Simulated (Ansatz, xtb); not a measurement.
**A geometry optimisation of FGeHSi2 with r2SCAN-D4/def2-SVP**

The starting geometry of this gas-phase singlet has its atoms placed at random.

```yaml
atoms:
  - { symbol: F, position_ang: [0.0510, 0.7488, 0.3257] }
  - { symbol: Ge, position_ang: [1.0806, -0.7335, 1.1739] }
  - { symbol: Si, position_ang: [-0.1488, -0.6396, -0.6596] }
  - { symbol: Si, position_ang: [-1.0994, 0.9254, 1.4780] }
  - { symbol: H, position_ang: [1.0497, -0.3972, -0.4328] }
```

Q: One run relaxed it with r2SCAN-D4/def2-SVP. What is a likely outcome?

A: It ends as a structure with F1 bridging Si4 and Si3, H5 bridging Si3 and Ge2, given below by its coordinates. Distances that change by over a tenth: F1–Si3 (1.71 → 1.89 Å), F1–Si4 (1.64 → 1.89 Å), Ge2–Si3 (2.21 → 2.51 Å), Si3–H5 (1.24 → 1.67 Å). Contacts that open: F1–Ge2 (1.99 → 3.17 Å). Contacts that close: Ge2–Si4 (2.76 → 2.40 Å).

The energy falls by 6.14 eV over 19 steps:

```
step  E − E(last) (eV)
   1             6.136
   3             1.095
   5             0.298
   7             0.225
   9             0.200
  11             0.151
  13             0.070
  15             0.009
  17             0.000
  19             0.000
```

Final geometry (Å):

```yaml
atoms:
  - { symbol: F, position_ang: [-0.4073, 1.3130, -0.1900] }
  - { symbol: Ge, position_ang: [0.9375, -1.0633, 1.4231] }
  - { symbol: Si, position_ang: [-0.2506, -0.4974, -0.7135] }
  - { symbol: Si, position_ang: [-0.6909, 0.6912, 1.5760] }
  - { symbol: H, position_ang: [1.3444, -0.5396, -0.2103] }
```

From the same start GFN2-xTB ends elsewhere, differing in F1–Ge2 (1.89 against 3.17 Å here), F1–Si3 (4.18 against 1.89 Å here), F1–Si4 (2.81 against 1.89 Å here), Ge2–Si3 (4.19 against 2.51 Å here), Ge2–H5 (4.80 against 1.76 Å here), Si3–Si4 (2.22 against 2.62 Å here).

From so rough a start the end depends on the optimiser's path, so another program may land elsewhere. No frequencies were run, so the end isn't proven a minimum. Run with Ansatz 0.2.0, 31 s on 2 threads of Intel(R) Xeon(R) Platinum 8375C CPU @ 2.90GHz (Ice Lake) (shared host).
